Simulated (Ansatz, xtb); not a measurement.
# Ranking isomers of C4H3Br2N

4 gas-phase structures of C4H3Br2N, from a drawn sample of its isomers (lower ones may exist). Each was relaxed with GFN2-xTB:

A. `Brc1c[nH]cc1Br`, a singlet
B. `Brc1c[nH]c(Br)c1`, a singlet
C. `Brc1ccc(Br)[nH]1`, a singlet
D. `Brc1cc[nH]c1Br`, a singlet

Task: Which do you expect lowest at r2SCAN-D4/def2-SVP, and how would the others follow?

Result: Calculated order at r2SCAN-D4/def2-SVP: B (0.0), A (0.3), D (0.3), C (0.4) kcal/mol. Less than 1 kcal/mol parts B and A; A and D; D and C, so the order within those pairs means little.

Energies above the lowest of each column, in kcal/mol; the last columns are at B3LYP/def2-SVP geometries:

```json
{"structure": "B", "GFN2-xTB": "0.0", "HF/STO-3G": "0.0", "r2SCAN-D4/def2-SVP": "0.0", "B3LYP/def2-SVP": "0.0", "CCSD(T)/def2-SVP + ΔMP2/def2-TZVPP": "0.1"}
{"structure": "A", "GFN2-xTB": "1.3", "HF/STO-3G": "0.2", "r2SCAN-D4/def2-SVP": "0.3", "B3LYP/def2-SVP": "0.6", "CCSD(T)/def2-SVP + ΔMP2/def2-TZVPP": "0.0"}
{"structure": "D", "GFN2-xTB": "1.1", "HF/STO-3G": "0.3", "r2SCAN-D4/def2-SVP": "0.3", "B3LYP/def2-SVP": "0.7", "CCSD(T)/def2-SVP + ΔMP2/def2-TZVPP": "0.3"}
{"structure": "C", "GFN2-xTB": "0.0", "HF/STO-3G": "0.2", "r2SCAN-D4/def2-SVP": "0.4", "B3LYP/def2-SVP": "0.5", "CCSD(T)/def2-SVP + ΔMP2/def2-TZVPP": "0.8"}
```

CCSD(T)/def2-SVP + ΔMP2/def2-TZVPP has A and B and C and D within 1 kcal/mol of each other at the bottom, and every level picks one of them. CCSD(T)/def2-SVP + ΔMP2/def2-TZVPP orders those it was run on as A (0.0), B (0.1), D (0.3), C (0.8) kcal/mol. Less than 1 kcal/mol parts A and B; B and D; D and C, so the order within those pairs means little. ΔMP2 is the change of the MP2 energy from the smaller to the larger basis.

Over these structures GFN2-xTB departs from r2SCAN-D4/def2-SVP by 0.6 kcal/mol on average once a common shift is removed. A GFN2-xTB relaxation took about 0.18 s and the r2SCAN-D4/def2-SVP energy about 6.5 s on a shared host (Ansatz 0.2.0, xtb 6.7.1).
